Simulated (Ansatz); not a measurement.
System: BiBr$_{2}$, charge 1, multiplicity 1. It need not be the lowest isomer of its formula. 
Geometry from a B3LYP-D3(BJ)/def2-TZVP (Ansatz, a program for electronic structure) optimisation:
SMILES: [Br][Bi+][Br]
```xyz
3

Bi     0.6344     0.3168     0.1877
Br    -1.1065     1.0721    -1.4686
Br    -0.3980    -1.8234     1.0235
```
Charge +1, spin multiplicity 1.

Basis-set convergence of Hartree-Fock and MP2 correlation energies (hartree) with Ansatz. Correlated levels leave the core frozen unless marked. Spin-orbit coupling is left out. The frozen core is the preceding noble-gas configuration, with the filled d and f shells of earlier blocks. In def2 rows, elements after Kr have scalar-relativistic effective core potentials.

| basis | functions | E(HF) | E(corr, MP2) |
|---|---|---|---|
| def2-SVP | 90 | -5357.55418 | -0.30811 |
| def2-TZVPP | 146 | [?] | [?] |

Q: Complete the blanks.

A: 
- def2-TZVPP, E(HF): -5358.20213
- def2-TZVPP, E(corr, MP2): -0.40502
